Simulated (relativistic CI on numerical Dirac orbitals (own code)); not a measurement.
**Electric-dipole lines of N⁴⁺**

Calculated at this level of theory: Dirac-Coulomb-Breit CI, orbitals from a KLI potential per configuration, a model potential for QED, valence Slater integrals scaled by 0.85, P86 correlation estimate, and configurations built on the next ion tied to the tabulated ionisation energy (semi-empirical) (own radial code, finite nucleus).

Configurations in the expansion (outside the closed core 1s2): 2s, 2p, 3s, 3p, 3d, 4s, 4p, 4f, 4d. Levels of other configurations are missing.

| λ vac (nm) | Lower | Upper | A (s⁻¹) | E lower (cm⁻¹) | E upper (cm⁻¹) |
| --- | --- | --- | --- | --- | --- |
| 18.701 | 2p ²P°1/2 [2] | 4d ²D3/2 [12] | 1.19e+10 | 82425 | 617146 |
| 18.710 | 2p ²P°3/2 [3] | 4d ²D5/2 [13] | 1.42e+10 | 82674 | 617155 |
| 20.939 | 2s ²S1/2 [1] | 3p ²P°3/2 [6] | 1.16e+10 | 0 | 477589 |
| 20.942 | 2s ²S1/2 [1] | 3p ²P°1/2 [5] | 1.17e+10 | 0 | 477518 |
| 25.002 | 2p ²P°1/2 [2] | 3d ²D3/2 [7] | 3.48e+10 | 82425 | 482395 |
| 25.016 | 2p ²P°3/2 [3] | 3d ²D5/2 [8] | 4.17e+10 | 82674 | 482417 |
| 25.017 | 2p ²P°3/2 [3] | 3d ²D3/2 [7] | 6.95e+09 | 82674 | 482395 |
| 62.889 | 3s ²S1/2 [4] | 4p ²P°3/2 [11] | 1.34e+09 | 455792 | 614804 |
| 71.619 | 3p ²P°1/2 [5] | 4d ²D3/2 [12] | 3.60e+09 | 477518 | 617146 |
| 71.650 | 3p ²P°3/2 [6] | 4d ²D5/2 [13] | 4.32e+09 | 477589 | 617155 |
| 73.705 | 3d ²D3/2 [7] | 4f ²F°5/2 [14] | 8.45e+09 | 482395 | 618071 |
| 73.715 | 3d ²D5/2 [8] | 4f ²F°7/2 [15] | 9.05e+09 | 482417 | 618075 |
| 73.717 | 3d ²D5/2 [8] | 4f ²F°5/2 [14] | 6.04e+08 | 482417 | 618071 |
| 77.916 | 3p ²P°3/2 [6] | 4s ²S1/2 [9] | 1.58e+09 | 477589 | 605932 |
| 120.96 | 2s ²S1/2 [1] | 2p ²P°3/2 [3] | 3.68e+08 | 0 | 82674 |
| 121.32 | 2s ²S1/2 [1] | 2p ²P°1/2 [2] | 3.65e+08 | 0 | 82425 |
| 458.79 | 3s ²S1/2 [4] | 3p ²P°3/2 [6] | 4.18e+07 | 455792 | 477589 |
| 460.28 | 3s ²S1/2 [4] | 3p ²P°1/2 [5] | 4.13e+07 | 455792 | 477518 |
| 1127.2 | 4s ²S1/2 [9] | 4p ²P°3/2 [11] | 9.54e+06 | 605932 | 614804 |
| 1130.8 | 4s ²S1/2 [9] | 4p ²P°1/2 [10] | 9.45e+06 | 605932 | 614775 |

Terms are leading LS components. Brackets give the number of a level in order of energy, since labels repeat. The list gives strong lines, with weight on those to low levels, without lines whose two gauges differ by over a factor of 2.5, and without 6 lines that miss the measured interval by over 7 %, start from a term whose rates miss tabulated ones by over 60 %, have gauges far apart or, lacking measured levels, span too small a gap for the errors found; lines with a level outside our table were not tested and can miss by more. Levels whose partners in the same complex of configurations lie outside the list can be far off, and so can their lines. Rates are taken at the computed energies, electric ones in the length gauge.

Configurations that consist of the next ion and one excited electron were tied to the tabulated ionisation energy; Rydberg ones are usually within 1,000 to 3,000 cm⁻¹ and the lowest ones within about 6,000 (9,000 in d shells), while levels on excited terms of the next ion carry the error of that term, and the other configurations can be misplaced by 10,000 cm⁻¹ or more. Rates follow the energies as ν³ (E1, M1) or ν⁵ (E2), so rates, branching and lifetimes can be off by large factors. 12 of the 12 excited levels that our extract of the measured tables holds in this range could be paired (the sources list more); they are missed by 631 cm⁻¹ on average and 2010 at most, and levels without a partner can miss by more.
